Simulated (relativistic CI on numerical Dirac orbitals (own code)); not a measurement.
# Pt⁶⁷⁺: sensitivity of the levels to the model

Base calculation: Dirac-Coulomb-Breit CI, KLI orbitals optimised for each configuration, model QED (radiative potential, 1s self-energy scaled to tabulated hydrogen-like ionisation energies), unscaled Slater integrals.

Configurations in the expansion (outside the closed core [Ne]): 3s, 3p, 3d, 4s, 4p, 4d, 4f, 5s, 5p, 5d, 5f, 5g, 6s, 6p, 6d, 7s, 7p. Levels of other configurations are missing.

The lowest level and the first level of each name with at least 55 % of one term (blank where a level has no safe partner in the second run):

| Level | Base (eV) | Shift (eV) |
| --- | --- | --- |
| 3s 2S_1/2 | 0.00 | 0.00 |
| 3p 2P°_1/2 | 173.78 | -34.43 |
| 3p 2P°_3/2 | 654.06 | -514.72 |
| 3d 2D_3/2 | 853.41 | -524.95 |
| 3d 2D_5/2 | 961.63 | -633.17 |
| 4s 2S_1/2 | 3698.68 | -375.47 |
| 4p 2P°_1/2 | 3770.34 | -388.30 |
| 4p 2P°_3/2 | 3967.07 | -585.03 |
| 4d 2D_3/2 | 4042.68 | -587.99 |
| 4d 2D_5/2 | 4089.44 | -634.75 |
| 4f 2F°_5/2 | 4128.71 | -630.89 |
| 4f 2F°_7/2 | 4149.31 | -651.50 |
| 5s 2S_1/2 | 5342.77 | -514.66 |
| 5p 2P°_1/2 | 5378.68 | -520.59 |
| 5p 2P°_3/2 | 5477.58 | -619.49 |
| 5d 2D_3/2 | 5514.57 | -620.71 |
| 5d 2D_5/2 | 5538.67 | -644.81 |
| 5f 2F°_5/2 | 5558.14 | -643.26 |
| 5f 2F°_7/2 | 5568.74 | -653.85 |
| 5g 2G_7/2 | 5571.42 | -653.23 |
| 5g 2G_9/2 | 5577.70 | -659.51 |
| 6s 2S_1/2 | 6213.06 | -577.47 |

At this charge energies of transitions that change n are usually good to better than 1 %, and those within a shell (Δn = 0) to a few per cent.

(1) One thing was changed in a second run, which moved the levels as shown. Which?
A. Breit term removed
B. configuration mixing switched off
C. non-relativistic limit
D. QED terms removed

Answers

(1) C. Non-relativistic limit. Without relativity the fine structure collapses and s electrons lose their extra binding.
